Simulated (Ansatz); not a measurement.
A set of 12 reactions (atomization), with CCSD(T)/CBS values in kJ/mol:

```
                                                                    reaction       ΔE
                       `C[SiH](C)[NH][AlH2]` → Al• + 2 C• + 10 H• + N• + Si•   5260.8
                            `N#CC(N)O[SiH3]` → 2 C• + 6 H• + 2 N• + O• + Si•   4634.4
                                        `NC1(O)C=C1` → 3 C• + 5 H• + N• + O•   4008.9
                                     `Cl[SiH]1CC1` → 2 C• + Cl• + 5 H• + Si•   3264.8
                       `C[CH2][In]([NH2])[CH](C)C` → 5 C• + 14 H• + In• + N•   7713.4
`C[O][Ge]([C](F)(F)F)([C](F)(F)F)[C](F)(F)F` → 4 C• + 9 F• + Ge• + 3 H• + O•   7112.1
             `[NH2][Ga]([F])[C]1(F)BN1` → B• + C• + 2 F• + Ga• + 4 H• + 2 N•   4039.9
                                 `FB1[SiH2][SiH2]1` → B• + F• + 4 H• + 2 Si•   2498.5
                                           `C[SiH]N`• → C• + 6 H• + N• + Si•   3042.1
                                    `N#CC(F)CO` → 3 C• + F• + 4 H• + N• + O•   4222.9
                        `CC(C)(C)O[Si]OC(C)(C)C` → 8 C• + 18 H• + 2 O• + Si•  11761.8
                                        `CB/C=C/Cl` → B• + 3 C• + Cl• + 6 H•   4283.8
```

Computed with Ansatz on PBE0-D4/def2-TZVP structures; ΔE is electronic, products minus reactants. CCSD(T)/CBS adds triple-zeta CCSD(T) − MP2 to the extrapolated MP2 energy (def2 sets, frozen cores). Small cases extrapolate CCSD(T) itself. Functionals use def2-TZVPP. Open shells (•) are unrestricted, without spin–orbit coupling. Spin–orbit coupling would lower the free atoms: a little for Al, B, C, Cl, F, O, Si; clearly for Ga, Ge; strongly for In. def2 core potentials past Kr. Bonds to Ga, Ge, In are less sure, by a few kJ/mol each and by 10 to 20 or more in all where they break to atoms, as the def2 sets lack core-valence functions. Scalar relativity is left out up to krypton. Each species was taken in one conformer, which may not be the lowest.

(1) Give the mean, mean absolute and largest difference (level minus CCSD(T)/CBS, kJ/mol) for: PBE-D4, r2SCAN-D4, PBE0-D4, ωB97X-V, B2PLYP, r2SCAN, PBE0, MP2/def2-TZVPP, SCS-MP2/def2-TZVPP, CCSD/def2-TZVPP, CCSD(T)/def2-TZVPP, MP2/def2-QZVPP, HF/CBS(def2), CCSD/CBS(def2). (An estimate is asked.)

The largest T1 diagnostic in the set is 0.018, for Al• (customary mark 0.045).

CCSD(T)/CBS is a level of theory with its own doubt, and the functionals carry their triple-zeta basis error, so these figures describe this set and don't rank the functionals.

Answers

(1) Ansatz gave: 
| level | mean | mean absolute | largest |
| --- | --- | --- | --- |
| PBE-D4 | 135.2 | 135.2 | 374.5 |
| r2SCAN-D4 | 18.4 | 25.6 | 83.8 |
| PBE0-D4 | 22.3 | 28.0 | 65.3 |
| ωB97X-V | 21.3 | 21.7 | 58.9 |
| B2PLYP | -53.8 | 53.8 | -133.1 |
| r2SCAN | 10.5 | 22.7 | 69.0 |
| PBE0 | -3.3 | 22.1 | -59.4 |
| MP2/def2-TZVPP | -30.4 | 61.9 | 149.2 |
| SCS-MP2/def2-TZVPP | -69.4 | 69.4 | -165.0 |
| CCSD/def2-TZVPP | -220.4 | 220.4 | -423.9 |
| CCSD(T)/def2-TZVPP | -135.0 | 135.0 | -264.4 |
| MP2/def2-QZVPP | 49.6 | 61.3 | 264.5 |
| HF/CBS(def2) | -1461.6 | 1461.6 | -3010.4 |
| CCSD/CBS(def2) | -85.8 | 85.8 | -177.0 |
